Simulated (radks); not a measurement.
Kr V, configuration [Ar] 3d10 4s2 4p2.

Method: Dirac Kohn-Sham, PBEsol, spin-unpolarised, spherical densities, finite nucleus; open shells are shared between the two j in proportion to 2j + 1; Fermi nuclear charge, rms radius 4.1884 fm; computed with a radial shooting solver on a logarithmic mesh with Libxc functionals.

Energy parts (eV):
part                       energy
total                  -75757.123
kinetic                 77794.802
electron-nucleus      -181310.391
Hartree                 30290.715
exchange-correlation    -2532.248

Orbitals (lengths in bohr, moments of r in powers of bohr):
\begin{tabular}{lrrr}
orbital & occ. & eigenvalue (eV) & <r^2> \\ \hline
1s1/2 & 2 & -14201.09 & 0.002320 \\
2s1/2 & 2 & -1919.593 & 0.03969 \\
2p1/2 & 2 & -1740.795 & 0.03041 \\
2p3/2 & 4 & -1687.007 & 0.03184 \\
3s1/2 & 2 & -320.0321 & 0.3230 \\
3p1/2 & 2 & -256.8570 & 0.3322 \\
3p3/2 & 4 & -248.9162 & 0.3451 \\
3d3/2 & 4 & -138.6283 & 0.3713 \\
3d5/2 & 6 & -137.3140 & 0.3764 \\
4s1/2 & 2 & -72.9244 & 2.303 \\
4p1/2 & 0.666667 & -57.1387 & 2.835 \\
4p3/2 & 1.33333 & -56.1445 & 2.919 \\
\end{tabular}

The highest occupied level is 4p3/2 at -56.145 eV. For comparison, the ionisation energy in NIST's Atomic Spectra Database is 64.7 eV (semi-empirical). In exact Kohn-Sham theory the highest level is minus the ionisation energy, but local and semilocal functionals leave it too shallow, through self-interaction and a potential that decays too fast; potentials with the right tail come closer. The density falls to 0.001 e/bohr^3 at r = 3.05 bohr. The electron density at the nucleus is 4.935e+04 e/bohr^3. Summed over all electrons, <r^2> = 17.10 bohr^2, which gives a Langevin (diamagnetic) susceptibility term of -13.5 x 10^-6 cm^3/mol.

Beside tabulated values, note that spin-unpolarised runs miss the spin-polarisation part of the exchange energy of open shells.
